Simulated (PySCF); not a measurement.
## Cs3N, singlet: data card

All numbers come from PBE/[N def2-TZVP, Cs def2-TZVP with ECP46], scalar-relativistic core potentials, density fitting, no spin–orbit coupling, PySCF.

The structure is a minimum.

```xyz
4
charge 0 multiplicity 1, angstrom
N     0.0000    0.0000    0.0000
Cs    2.6084    0.0000    0.0000
Cs   -1.3042    2.2589    0.0000
Cs   -1.3042   -2.2590    0.0000
```

```json
{
 "Point group": "D3h",
 "Bond lengths": "Cs–Cs 4.518 Å (×3), N–Cs 2.608 Å (×3)",
 "Bond angles": "Cs–Cs–Cs 60.0° (×3), Cs–Cs–N 30.0° (×6), Cs–N–Cs 120.0° (×3)",
 "Heat capacity Cp at 298.15 K": "79.4 J/(mol K)",
 "Rotational symmetry number": "6",
 "Rotational constants": "0.01243, 0.01243, 0.006214 cm⁻¹",
 "Zero-point energy": "6.0 kJ/mol",
 "Lowest empty level": "-1.31 eV",
 "Highest occupied level": "-1.76 eV",
 "Principal quadrupole moments (Buckingham, traceless) about the centre of mass": "-4.07, 2.03, 2.04 D Å",
 "Atomisation energy without zero-point energy": "394 kJ/mol",
 "Principal polarisabilities": "289.2, 825.1, 825.7 bohr³",
 "Enthalpy at 298.15 K above 0 K": "19.95 kJ/mol",
 "Dipole moment": "0.00 D",
 "Entropy at 298.15 K and 1 bar": "387.5 J/(mol K)"
}
```

Harmonic modes (masses in u: N 14.003, Cs 132.905):
```json
{"symmetry": "e'", "ω (cm⁻¹)": "48", "IR (km/mol, summed over degenerate members)": "0.3"}
{"symmetry": "a1'", "ω (cm⁻¹)": "103", "IR (km/mol, summed over degenerate members)": "0.0"}
{"symmetry": "a2''", "ω (cm⁻¹)": "142", "IR (km/mol, summed over degenerate members)": "29.8"}
{"symmetry": "e'", "ω (cm⁻¹)": "334", "IR (km/mol, summed over degenerate members)": "46.7"}
```

In D3h the vibrations span 2e' + a1' + a2''. The a1' mode carries no infrared intensity, as symmetry demands.

Charges (e):
```
   atom  Mulliken  Löwdin  polar tensor  Mayer order to N1
     N1     -1.16   -0.88         -0.59                  –
Cs2,3,4      0.39    0.29          0.20               0.80
```

Mulliken populations on N1: s 3.95, p 4.21, d 0.00, f 0.00.

Outer orbital energies (eV). occupied: -11.68, -11.68, -11.35, -11.35, -9.89, -1.79, -1.76, -1.76; empty: -1.31, -0.71, -0.71, -0.20.

Other isomers or separated fragments may lie lower.

The final relaxation and frequency run took 63 s on 4 threads of a shared Intel Xeon @ 2.50GHz (Skylake/Cascade Lake) host, with 118 basis functions and 8 gradients; the process peaked at 1.1 GiB.
